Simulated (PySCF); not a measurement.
Computed structure and properties of [La(H2O)4]3+

System: [La(H2O)4]3+ (singlet); start: displaced along the imaginary mode (S4). Method: PySCF 2.14.0, RKS PBE0, La lcecp-1-SVP with ECP46, O def2-SVP, H def2-SVP; non-relativistic Hamiltonian with scalar-relativistic core potentials where named; density fitting; no spin-orbit coupling.

Input of the relaxation:

```python
mol = gto.M(atom='''
La    -0.00000    -0.00000     0.00000
O      1.40374     1.40168     1.40937
H      1.56742     1.30287     2.40462
H      1.97423     2.18492     1.11250
O     -1.40374    -1.40937     1.40168
H     -1.97423    -1.11250     2.18492
H     -1.56742    -2.40462     1.30287
O      1.40374    -1.40168    -1.40937
H      1.97423    -2.18492    -1.11250
H      1.56742    -1.30287    -2.40462
O     -1.40374     1.40937    -1.40168
H     -1.56742     2.40462    -1.30287
H     -1.97423     1.11250    -2.18492''',
    basis={'La': 'lcecp-1-SVP', 'O': 'def2-SVP', 'H': 'def2-SVP'},
    ecp={'La': 'lcecp-1-SVP'},
    charge=3, spin=0)
mf = dft.RKS(mol, xc='PBE0')
mf.grids.atom_grid = (50, 194)  # f atoms: unpruned, at least (60, 302)
mf = mf.density_fit()  # fitting sets: La AutoAux, O def2-universal-JKFIT, H def2-universal-JKFIT
mf.conv_tol = 1e-08; mf.max_cycle = 55
mf.kernel(dm0)  # dm0: converged density of the start geometry
# quasi-Newton relaxation in Cartesian coordinates to a largest gradient under 0.00045 Eh/bohr, steps kept in the point group
```

Run from Python with OMP_NUM_THREADS=2; the lines above give its settings. Where DIIS fails, smearing, a level shift and second-order steps follow.
It took 97 s on 2 threads of Arm Neoverse V2, on a shared host, from the converged density of the start.

Course of the relaxation:

| step | energy above end (eV) | largest force component within the symmetry (eV/Å) |
| --- | --- | --- |
| 0 | 0.2339 | 1.364 |
| 1 | 0.0283 | 0.143 |
| 2 | 0.0253 | 0.023 |
| 3 | 0.0239 | 0.088 |
| 4 | 0.0212 | 0.148 |
| 5 | 0.0165 | 0.175 |
| 6 | 0.0108 | 0.019 |
| 7 | 0.0084 | 0.079 |
| 10 | 0.0016 | 0.130 |
| 11 | 0.0005 | 0.023 |
| 12 | 0.0003 | 0.054 |
| 13 | 0.0001 | 0.029 |
| 14 | 0.0000 | 0.007 |
| 15 | 0.0000 | 0.008 |
(The steps between are left out.)

Relaxed geometry (S4):

```xyz
13

La    0.0001    0.0000    0.0000
O     1.4593    1.3453    1.4061
H     1.4036    1.5005    2.3746
H     2.2553    1.8573    1.1435
O    -1.4591   -1.4061    1.3454
H    -2.2555   -1.1434    1.8571
H    -1.4037   -2.3746    1.5004
O     1.4593   -1.3453   -1.4061
H     2.2553   -1.8573   -1.1435
H     1.4036   -1.5005   -2.3746
O    -1.4591    1.4061   -1.3454
H    -1.4037    2.3746   -1.5004
H    -2.2555    1.1434   -1.8571
```

```json
{"contact": "La1–O2 (H2O)", "Å": "2.432"}
{"contact": "La1–O5 (H2O)", "Å": "2.432"}
{"contact": "La1–O8 (H2O)", "Å": "2.432"}
{"contact": "La1–O11 (H2O)", "Å": "2.432"}
```

On the finer grid (75, 302):

| Quantity | Value |
| --- | --- |
| HOMO | -23.71 eV |
| LUMO | -15.10 eV |
| Dipole about the centre of mass | 0.00 D |
| Set of Mulliken populations of La1 outside the core potential | s 2.11, p 6.18, d 0.77, f 0.05 |
| D3(BJ) dispersion energy (not in the energies) | -0.181 eV |

| atom | Mulliken (e) | Löwdin (e) | spin (e) |
| --- | --- | --- | --- |
| La1 | 1.89 | 1.54 | 0.00 |
| O2 | -0.35 | -0.02 | 0.00 |
| H3 | 0.31 | 0.19 | 0.00 |
| H4 | 0.31 | 0.19 | 0.00 |
| O5 | -0.35 | -0.02 | 0.00 |
| H6 | 0.31 | 0.19 | 0.00 |
| H7 | 0.31 | 0.19 | 0.00 |
| O8 | -0.35 | -0.02 | 0.00 |
| H9 | 0.31 | 0.19 | 0.00 |
| H10 | 0.31 | 0.19 | 0.00 |
| O11 | -0.35 | -0.02 | 0.00 |
| H12 | 0.31 | 0.19 | 0.00 |
| H13 | 0.31 | 0.19 | 0.00 |

The large-core potential holds the 4f shell empty.

No frequency check is given for this geometry.

Taking off one H2O (charge 0, singlet; the rest: singlet) in vacuum, both parts rigid, costs 3.06 eV; the small basis without counterpoise inflates it. Parting with an electron moved from the ligand to the metal can be far cheaper, even downhill.

Rigid scan of H2O along the line from its metal:

distance to O2 (Å), energy (eV) and a bar:
```
     2.13      0.536 ##############################
     2.23      0.205 ###########
     2.33      0.044 ##
     2.43      0.000 
     2.53      0.034 ##
     2.63      0.119 #######
     2.83      0.369 #####################
```

One start shape was tried, so this needn't be the lowest isomer.
